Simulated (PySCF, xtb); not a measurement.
CH3F3Si, SMILES C(F)(F)([SiH3])F.

GFN2-xTB run with xtb at its own geometry gives an orbital gap of 5.56 eV and a dipole moment of 4.05 D.

Geometry optimised at ωB97X-D3(BJ)/def2-SVP.

**Question.** What does CAM-B3LYP/def2-TZVP (PySCF) give? (The exact figures need the calculation; the answer reports its results.)

**Answer.** gap 12.15 eV (levels -11.13 and 1.02 eV), dipole 2.21 D.
